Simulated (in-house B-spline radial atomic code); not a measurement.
Ag⁺. Computed with a B-spline radial atomic code. Model: non-relativistic spherical atom: semilocal Troullier-Martins pseudo-atom, one channel per l, against all electrons, high spin, G0W0 and RPA with empty states to l = 8, local potential for every l without a channel, a model core (radius 0 = none) keeps its share of the functional.

Without relativity these are model numbers for so heavy an element.

What the tables leave out is listed at the end.

The pseudopotential gives back the lowest level of each angular momentum of its own functional in the configuration it was made in; a second state of the same l is only approximately right. Exact exchange, RPA and GW see the smooth pseudo-orbitals and miss the exchange with the core, for which the functional's share stands in. The column with an uncorrelated core keeps all orbitals and exact exchange, and so separates missing core correlation from pseudisation. Only the three outermost levels and the lowest empty one were computed. RPA here is direct RPA, with no exchange kernel, and its energies carry an (l + 1/2)⁻⁴ tail. A hybrid on a potential with a model core restores only its own semilocal share of the core's exchange.

Command:
```bash
python run_psgw.py task.json out
```
Settings (lengths in bohr, energies in hartree):
```
Z                      47
electrons              46
configuration          [Kr] 4d10
generated_in           [Kr] 4d10 5s1
functional             lda,vwn
core_shells            7
radius_factor          1
core_correction        True
```

Cost of the run: 31 s on 1 thread of Arm Neoverse N1 (shared host).

Given: made with LDA VWN5; model core radius 0.628 bohr; local radius 1.138 bohr; mean-field start PBE0.

Valence shells of the generating configuration: 4p, 4d, 5s.

Channel: s 2.593, p 0.881, d 1.034 (radii in bohr).

Computed: largest level miss in the spin-unpolarised generating configuration 0 eV; valence RPA correlation energy all-electron orbitals -0.96354 hartree; valence RPA correlation energy pseudo -1.1676 hartree; all-electron RPA polarisability, core included 7.6285 bohr³.

| level | occupied | mean-field all-electron (eV) | mean-field pseudo minus all (eV) | G0W0 all-electron (eV) | G0W0 uncorrelated core minus all (eV) | G0W0 pseudo minus all (eV) | exchange self-energy all-electron (eV) | exchange self-energy pseudo (eV) |
| --- | --- | --- | --- | --- | --- | --- | --- | --- |
| 4d | 1 | -17.742 | 0.122 | -22.135 | 0.104 | 0.771 | -35.74 | -29.72 |
| 5s (empty) | 0 | -9.322 | -0.439 | -7.1523 | -0.008 | -0.881 | -2.9531 | -3.6998 |

What is the pseudo-atom RPA polarisability?

7.806 bohr³.

Among the listed levels the largest G0W0 shift of the pseudo-atom is -0.88 eV, for 5s (empty) on the PBE0 start, while leaving the core uncorrelated moves that level by -0.01 eV. So pseudisation and the lost core exchange, not the missing core correlation, make the error. Not in the tables (levels of low weight, unsolved or above zero; the highest and the empty levels are kept at any weight): on LDA, a start not tabulated, the G0W0 levels 4d (pseudo minus all +0.63 eV, weights 0.56 and 0.41), 4p (pseudo minus all +4.61 eV, weights 0.09 and 0.08), 5s (pseudo minus all -0.88 eV, weights 0.94 and 0.94); on PBE0 the G0W0 levels 4p (pseudo minus all -1.28 eV, weights 0.02 and 0.22); no Hartree-Fock pseudo-atom is run with a model core.
